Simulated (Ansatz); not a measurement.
Reaction (substitution at a C–Si bond): `C=C([SiH3])BC` + HI → `C=C(I)BC` + SiH₄

Program: Ansatz. Geometries: PBE0-D4/def2-TZVP. ΔE: electronic, gas phase. CCSD(T)/CBS is the MP2 limit (def2-TZVPP, def2-QZVPP) plus CCSD(T) − MP2 in def2-TZVPP, frozen cores. This one scheme is used for every species. Functionals use def2-TZVPP. B3LYP here is the variant with VWN-RPA as its local correlation; programs differ in this. def2 core potentials past Kr. For I outer-core shells are correlated without core-valence functions, which leaves a few kJ/mol of doubt a bond. Each species was taken in one conformer, which may not be the lowest.

Task: Is it downhill or uphill in electronic energy at CCSD(T)/CBS, and by how much? (An estimate is asked.)

Result: The calculation gave: Uphill: ΔE = +0.28 eV.

Task: What do these levels give: PBE-D4, r2SCAN-D4, PBE0-D4, B3LYP-D4, ωB97X-V, ωB97M-V, PBE0, HF/def2-TZVPP, MP2/def2-TZVPP, CCSD(T)/def2-TZVPP, MP2/def2-QZVPP, SCS-MP2/def2-QZVPP? (An estimate is asked.)

Result: The calculation gave: PBE-D4 0.27, r2SCAN-D4 0.30, PBE0-D4 0.33, B3LYP-D4 0.30, ωB97X-V 0.35, ωB97M-V 0.36, PBE0 0.33, HF/def2-TZVPP 0.42, MP2/def2-TZVPP 0.26, CCSD(T)/def2-TZVPP 0.31, MP2/def2-QZVPP 0.24, SCS-MP2/def2-QZVPP 0.25 eV.

Largest T1 diagnostic among the species: 0.011.

From PBE to PBE0 (25 % exact exchange), in def2-TZVPP and without D4, ΔE moves by +0.06 eV. In def2-TZVPP, CCSD(T) changes the Hartree–Fock value by −0.11 eV (the triples alone add −0.04 eV) and MP2 by −0.17 eV.
